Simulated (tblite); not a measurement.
A tight-binding relaxation on `N#C[C@@]1([GeH3])CC[CH2][GeH2]1`.

Computed with GFN2-xTB geometry optimisation, gas phase (tblite 0.8.0). Start geometry: from a force field or distance geometry. The command runs a driver script over a list of jobs; the input below is this job's line of settings and its coordinates in Å.

Command:
```bash
OMP_NUM_THREADS=1 python probes_run.py task.json out
```

Input:
```
{"job": {"kind": "relax", "xc": "GFN2-xTB", "basis": "xTB"}, "charge": 0, "multiplicity": 1}
N     -1.334400    -1.010800    -2.626400
C     -1.084400    -0.611700    -1.575200
C     -0.750600    -0.105100    -0.227600
Ge    -2.341700     0.230700     0.835000
C      0.215800    -1.060200     0.454200
C      1.538800    -0.920100    -0.285900
C      2.067700     0.462900     0.074200
Ge     0.431500     1.460700    -0.304300
H     -2.169200     1.620400     1.496900
H     -3.550900     0.291500    -0.095200
H     -2.507800    -0.835800     1.966900
H     -0.166500    -2.090700     0.488400
H      0.399600    -0.609700     1.474900
H      2.258400    -1.732300    -0.055700
H      1.249000    -0.887800    -1.371500
H      2.903100     0.780900    -0.553100
H      2.283400     0.464100     1.156100
H      0.444600     2.107200    -1.699500
H      0.103900     2.455200     0.840300
```

Output:
```
step      E/eV     max force
  0    -626.00499    1.864
  1    -626.16958    0.862
  2    -626.25088    1.187
  3    -626.25536    3.249
  4    -626.32177    0.645
  5    -626.35469    0.753
  6    -626.38398    0.954
  7    -626.40481    0.568
  8    -626.42710    0.327
  9    -626.44769    0.557
... (86 lines left out)
 96    -626.61048    0.017
 97    -626.61056    0.017
 98    -626.61062    0.015
 99    -626.61065    0.012
100    -626.61066    0.010
101    -626.61068    0.011
102    -626.61071    0.016
103    -626.61074    0.019
104    -626.61077    0.013
105    -626.61078    0.009
```

«max force» is the largest atomic force in eV/Å.

Problem. From which step on does the largest force stay under 0.1 eV/Å, and how much energy is left to gain from there?

Solution. From step 82 (0.091 eV/Å), 6.2 meV above the end.

Main results: energy lowered by 14.0 kcal/mol over 105 steps; largest atomic force 0.009 eV/Å at the end.

Problem. How long does this job take on one thread of an Arm Neoverse N1, on a shared host?

Solution. About 1.6 s.
Labels such as C1 count atoms from 1, the log's own numbers from 0.
